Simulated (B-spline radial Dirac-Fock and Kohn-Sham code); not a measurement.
## Core-hole lifetimes of Bi⁶⁺

System: the Bi⁶⁺ ion, [Xe] 4f14 5d9.

Input file task.json (cfg lists n, l and occupation; rrms is the nuclear radius in fm):

```json
{"items": [{
  "Z": 83,
  "q": 6,
  "cfg": [[1, 0, 2], [2, 0, 2], [2, 1, 6], [3, 0, 2], [3, 1, 6], [3, 2, 10], [4, 0, 2], [4, 1, 6], [4, 2, 10], [4, 3, 14], [5, 0, 2], [5, 1, 6], [5, 2, 9]],
  "A": 209,
  "rrms": 5.5211,
  "do": ["binding", "quiet", "decay"],
  "holes": ["K", "L1", "L2", "L3", "M1", "M2", "M3", "M4", "M5", "N1", "N2", "N3", "N4", "N5", "N6", "N7"]
}]}
```

Launch: `python xray_run.py task.json out`

Model: one-electron (LDA, Dirac) transition rates at Dirac-Fock energies. Program: a B-spline atomic structure program.

Partial widths are in eV. Coster-Kronig decay leaves a hole in the same principal shell; its rates are the weakest part of the model, often 1.5 to 2.5 times too large and more for N holes. Holes without an open Auger channel, or with an unreliable SCF state, are not listed.

```csv
hole,radiative,Auger,Coster-Kronig,total,fluorescence yield,lifetime (fs)
1s,59.7,1.77,0,61.5,?,?
2s,1.45,2.08,11.1,14.6,0.0994,0.0452
2p1/2,2.51,2.98,0.776,6.27,0.401,0.105
2p3/2,2.19,4.07,0,6.26,0.350,0.105
3s,0.0592,1.33,17.3,18.7,0.00316,0.0352
3p1/2,0.0659,1.44,11.6,13.1,0.00503,0.0503
3p3/2,0.0711,1.88,8.76,10.7,0.00664,0.0615
3d3/2,0.0892,2.55,0,2.64,0.0338,0.250
4s,0.00250,0.234,10.3,10.5,0.000238,0.0625
4p1/2,0.00366,0.256,12.4,12.6,0.000290,0.0522
4p3/2,0.00241,0.284,6.76,7.05,0.000341,0.0934
4d3/2,0.00231,0.384,6.72,7.11,0.000326,0.0926
4f5/2,2.73e-05,0.102,0,0.102,0.000267,6.45
4f7/2,2.54e-05,0.0956,0,0.0956,0.000265,6.89
```

Q: What are the fluorescence yield and the lifetime of the 1s hole?

A: The yield is the radiative width over the total, 0.971, and the lifetime is ħ/Γ = 0.0107 fs.

Values without a named source are computed, but for edge energies of neutral atoms, which are taken from tables.
